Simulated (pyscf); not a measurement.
Single points on ωB97X-D3(BJ)/def2-SVP structures (PySCF, gas phase).

### Question
What is the homolytic dissociation enthalpy (298 K, ωB97M-D3(BJ)/def2-TZVP) of the Ge–S bond of `[SiH3][S][Ge]([Cl])([Cl])[Cl]`, to H₃Si–S• + Cl–Ge•(Cl)–Cl?

### Answer
Ge–S to H₃Si–S• + Cl–Ge•(Cl)–Cl: 73.8 kcal/mol. The 7 functionals that were run give +67.2 (PBE) to +81.1 kcal/mol (ωB97X-D3(BJ)/def2-TZVP). Other isomers of H₃Si–S• were not searched in full and may lie lower. Elements up to Kr have no core potential and no relativistic terms here.
